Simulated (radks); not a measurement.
Isoelectronic series with 7 electrons, all held in the configuration [He] 2s2 2p3, which need not be the ground one along the series. Method: non-relativistic Kohn-Sham, PBEsol, spin-unpolarised, spherical densities, point nucleus; computed with a radial shooting solver on a logarithmic mesh with Libxc functionals. Total energies (hartree) and orbital eigenvalues (eV):

ion    E (hartree)         2p         2s         1s
N        -54.20997    -7.0410   -18.4308  -382.8468
O+       -74.09116   -24.3695   -39.4320  -531.1772
F2+      -97.23759   -48.8835   -67.6552  -707.2501
Ne3+    -123.64245   -80.3821  -102.8737  -910.8057
Mg5+    -186.21632  -164.0697  -194.0059  -1399.995
Al6+    -222.38257  -216.2002  -249.8569  -1685.542
Si7+    -261.80068  -275.1681  -312.5435  -1998.359
P8+     -304.47021  -340.9648  -382.0569  -2338.431
S9+     -350.39083  -413.5843  -458.3912  -2705.750
Cl10+   -399.56231  -493.0224  -541.5423  -3100.308
Ar11+   -451.98450  -579.2759  -631.5072  -3522.099
K12+    -507.65725  -672.3424  -728.2838  -3971.120
